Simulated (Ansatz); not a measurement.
`[OH][InH][F]` + F• → `[O][InH][F]`• + H–F  (hydrogen abstraction from the O–H bond)

Calculated with Ansatz (gas phase, PBE0-D4/def2-TZVP geometries, no zero-point term in ΔE). CCSD(T)/CBS is the MP2 limit (def2-TZVPP, def2-QZVPP) plus CCSD(T) − MP2 in def2-TZVPP, frozen cores. This one scheme is used for every species, atoms too. DFT in def2-TZVPP. No spin–orbit coupling; open shells (•) take unrestricted orbitals. Spin–orbit coupling would lower the free atoms: a little for F. def2 core potentials past Kr. For In outer-core shells are correlated without core-valence functions, so the limit isn't a true one: a few kJ/mol of doubt a bond, and 10 to 20 or more in all where bonds break to atoms. One conformer a species, not always the lowest.

`[OH][InH][F]`:

```xyz
5

O    -1.355    0.198   -0.469
In    0.466   -0.120    0.201
F     0.357   -1.670    1.369
H    -1.422    0.949   -1.063
H     1.955    0.644   -0.039
```

`[O][InH][F]`•:

Z-matrix (Å, degrees):
```
In
O 1 1.992
F 1 1.943 2 107.0
H 1 1.685 2 131.3 3 -180.0
```

H–F:

Z-matrix (Å, degrees):
```
F
H 1 0.920
```

```tsv
species	PBE0-D4 energy (Eh)
`[OH][InH][F]`	-366.34392
F•	-99.67617
`[O][InH][F]`•	-365.65455
H–F	-100.39410
```

(1) Work out ΔE.

Largest T1 diagnostic among the species: 0.018.

## Answers

(1) ΔE = (-365.65455) + (-100.39410) − (-366.34392) − (-99.67617) = -0.02856 Eh = -17.9 kcal/mol. CCSD(T)/CBS gives -17.1 kcal/mol.

From PBE to PBE0 (25 % exact exchange), in def2-TZVPP and without D4, ΔE moves by +3.3 kcal/mol. In def2-TZVPP, CCSD(T) changes the Hartree–Fock value by −5.5 kcal/mol (the triples alone add −0.1 kcal/mol) and MP2 by −4.4 kcal/mol.
